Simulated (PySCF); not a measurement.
A mixed set of molecules. Computed with TDDFT wB97X-D/def2-SVPD, vertical, gas phase, core orbitals frozen in the response (PySCF 2.14.0, density-fitted response routines). Geometries: GFN2-xTB; one conformer of each isolated species. Triplets are in the Tamm–Dancoff approximation. 'Strongest' means the level of largest summed f among the lowest 8 singlets; it needn't be the same kind of state in each.

Question: Rank by computed HOMO energy, highest first.
A. `O=CC[SiH]1[SiH2][SiH2][SiH2]1`
B. `C#C[Si]([SiH3])([SiH3])O[SiH3]`
C. `C#C[Si@@H](O)[SiH]([SiH3])[SiH3]`
D. `C=CCN([SiH3])[SiH3]`
E. `C1CN[SiH2][SiH2]C1`

Answer: E (-8.50 eV), D (-8.81 eV), A (-9.15 eV), B (-9.31 eV), C (-9.65 eV).

```csv
SMILES,HOMO (eV),S1 (eV),strongest (eV),f (strongest),f (S1),S1 mainly
C1CN[SiH2][SiH2]C1,-8.50,5.55,6.77,0.03,0.002,H→L (92%)
C=CCN([SiH3])[SiH3],-8.81,6.03,7.51,0.22,0.011,H→L (93%)
O=CC[SiH]1[SiH2][SiH2][SiH2]1,-9.15,4.28,6.12,0.02,0.002,H-1→L (18%)
C#C[Si]([SiH3])([SiH3])O[SiH3],-9.31,5.38,7.10,0.26,0.025,H→L (81%)
C#C[Si@@H](O)[SiH]([SiH3])[SiH3],-9.65,5.71,6.41,0.06,0.039,H→L (61%)
```

H and L stand for HOMO and LUMO.

- `C1CN[SiH2][SiH2]C1`: Löwdin shares by element: HOMO nitrogen 51%, silicon 11% or more, carbon 9% or more, hydrogen 7% or more (atoms not listed hold the other 21%); LUMO silicon 46%, carbon 9% or more, hydrogen 7% or more (atoms not listed hold the other 38%).
- `C=CCN([SiH3])[SiH3]`: Löwdin shares by element: HOMO nitrogen 51%, silicon 16%, carbon 7% or more (atoms not listed hold the other 27%); LUMO carbon 36% or more, silicon 22% (atoms not listed hold the other 42%).
- `O=CC[SiH]1[SiH2][SiH2][SiH2]1`: Löwdin shares by element: HOMO silicon 70% (atoms not listed hold the other 30%); LUMO silicon 44% or more, carbon 17% or more (atoms not listed hold the other 40%).
- `C#C[Si]([SiH3])([SiH3])O[SiH3]`: Löwdin shares by element: HOMO silicon 47% or more, oxygen 14% (atoms not listed hold the other 39%); LUMO silicon 51% or more, carbon 12% or more (atoms not listed hold the other 37%).
- `C#C[Si@@H](O)[SiH]([SiH3])[SiH3]`: Löwdin shares by element: HOMO silicon 37% or more, carbon 33% (atoms not listed hold the other 30%); LUMO silicon 39% or more, carbon 25% (atoms not listed hold the other 36%).

Without π bonds the low states are Rydberg-like; a valence basis with one diffuse set may place them up to an eV too high.
